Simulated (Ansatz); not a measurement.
Relaxation of CH6BrGa (9 atoms, charge 0, multiplicity 1), to a largest force component of 0.03 eV/Å in at most 50 steps.

Level of theory: RKS CAM-B3LYP-D4/def2-SVP (Ansatz 0.2.0).

```xyz
9
Properties=species:S:1:pos:R:3:forces:R:3
Ga 0.086 -0.565 -0.438 0.06 -0.74 0.33
H -0.134 0.122 2.235 -0.19 1.83 0.38
H 1.433 0.202 -0.517 0.03 -0.02 0.00
C -1.709 -0.064 -0.992 -0.08 0.07 -0.01
H -2.443 -0.797 -0.628 0.01 0.02 -0.04
H -1.971 0.935 -0.609 0.01 -0.03 -0.01
H -1.761 -0.019 -2.092 0.00 -0.03 0.05
Br 0.258 -2.780 0.451 0.01 0.57 -0.42
H -0.065 -0.577 2.075 0.15 -1.67 -0.28
```

Where does it end, and by what steps?

It converged. The force dipped under the threshold on the way, but the program's further checks kept it going. After 6 steps the energy has fallen by 0.121 eV; Br8 moved furthest, 0.33 Å.

```tsv
step	energy less start (eV)	largest force component (eV/Å)	accepted
0	0.0000	1.828	yes
1	-0.1066	0.462	yes
2	-0.1132	0.205	yes
3	-0.1173	0.355	yes
4	-0.1147	0.257	no
5	-0.1202	0.020	yes
6	-0.1207	0.023	yes
```

```xyz
9
Properties=species:S:1:pos:R:3
Ga 0.113 -0.689 -0.428
H -0.257 0.341 2.030
H 1.454 0.103 -0.475
C -1.681 -0.088 -0.910
H -2.442 -0.822 -0.612
H -1.905 0.880 -0.439
H -1.739 0.053 -2.001
Br 0.341 -2.913 0.160
H -0.189 -0.409 2.161
```

Whether the end is a true minimum wasn't checked by a vibrational analysis.

Run time: 13 s on 4 threads of Arm Neoverse V2 (shared host), peak memory 0.32 GiB.
